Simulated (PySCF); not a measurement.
C4H5Br.
Z-matrix (Å and degrees, GFN2-xTB geometry), rows numbered from 1:
```
C 
C   1  1.3297
C   2  1.4419  1  123.16
C   3  1.3314  2  126.09  1   180.00
Br  4  1.8912  3  124.14  2     0.03
H   1  1.0780  2  121.66  3     0.02
H   1  1.0759  2  121.79  3   179.96
H   2  1.0817  1  120.31  3  -179.97
H   3  1.0830  2  116.59  1     0.03
H   4  1.0776  3  123.43  2  -179.96
```

Vertical excitations from PySCF (density fitting, frozen core in the response, grid level 2 and gas phase unless stated; continuum runs use non-equilibrium linear response for the excitations) on a GFN2-xTB geometry. Reference run:

| settings | S1, eV (f) | S2, eV (f) | S3, eV (f) | S4, eV (f) | S5, eV (f) | S6, eV (f) | T1, eV (Tamm–Dancoff) | mean α (au) |
| --- | --- | --- | --- | --- | --- | --- | --- | --- |
| mPW1PW91/cc-pVDZ, TDA, 1 singlet | 5.70 (0.585) | – | – | – | – | – | 3.02 | 61.9 |

What do these settings give: (1) OPBE/aug-cc-pVDZ, full TDDFT, 25 singlets; (2) PW91/def2-SVP, full TDDFT, 3 singlets?

| settings | S1, eV (f) | S2, eV (f) | S3, eV (f) | S4, eV (f) | S5, eV (f) | S6, eV (f) | T1, eV (Tamm–Dancoff) | mean α (au) |
| --- | --- | --- | --- | --- | --- | --- | --- | --- |
| OPBE/aug-cc-pVDZ, full TDDFT, 25 singlets | 4.79 (0.333) | 4.98 (0.000) | 5.07 (0.004) | 5.33 (0.001) | 5.63 (0.012) | 5.76 (0.004) | – | 77.9 |
| PW91/def2-SVP, full TDDFT, 3 singlets | 4.85 (0.296) | 4.88 (0.000) | 5.42 (0.000) | – | – | – | 3.03 | 63.8 |

(1) S1 moves by -0.91 eV; functional, basis and response scheme change together, so the shift can't be laid on one. (2) S1 moves by -0.85 eV; functional, basis and response scheme change together, so the shift can't be laid on one. States are counted by energy in each run and needn't keep their character from row to row.

Which orbital pairs make up S1 in each run, and how does it sit against the orbital gap?

```
                                 settings  S1 configurations (weight)  S1 (eV)  orbital gap (eV)  S1 − gap (eV)
         mPW1PW91/cc-pVDZ, TDA, 1 singlet        H→L 0.81, H−2→L 0.14     5.70              5.65          +0.05
OPBE/aug-cc-pVDZ, full TDDFT, 25 singlets        H→L 0.82, H−2→L 0.13     4.79              3.72          +1.07
    PW91/def2-SVP, full TDDFT, 3 singlets        H→L 0.79, H−2→L 0.17     4.85              3.70          +1.15
```

 The mPW1PW91/cc-pVDZ calculation is non-relativistic and has no spin–orbit coupling, an omission that weighs most on bromine.

One conformer stands for the species.
